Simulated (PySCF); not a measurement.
**Exercise with solution: refractive index and permittivity of the vapour**

B(Cl)(Et)(NH2) (C2H7BClN), SMILES B(CC)(N)Cl.

Geometry: PBE-D3(BJ)/def2-SVP. The structure was generated by enumeration, and PubChem lists no compound with its InChIKey, so it may never have been made. Other conformers were not sampled.

PBE/def2-TZVP run with PySCF gives a mean static polarisability of 61.0 bohr³ and a dipole moment of 2.48 D. Take an ideal gas at 298.15 K and 0.1 bar, whether or not the substance is that volatile.

Question: Work out n − 1 in the optical limit and the static ε − 1.

Answer: 
Polarisability volume α' = 61.0 × 0.148185 = 9.04 Å³. Number density N = p/kT = 2.43e-6 Å⁻³.
Dilute limit of Lorentz–Lorenz: n − 1 = 2π N α' = 0.00014.
Orientation term of Debye: μ²/(3kT) = 8.098 Å³ × μ²(D²) = 49.80 Å³.
ε − 1 = 4π N (α' + μ²/3kT) = 0.0018. Orientation of the dipole supplies 85 % of the static response; it can't follow optical fields. Vibrational polarisation and dispersion are left out.
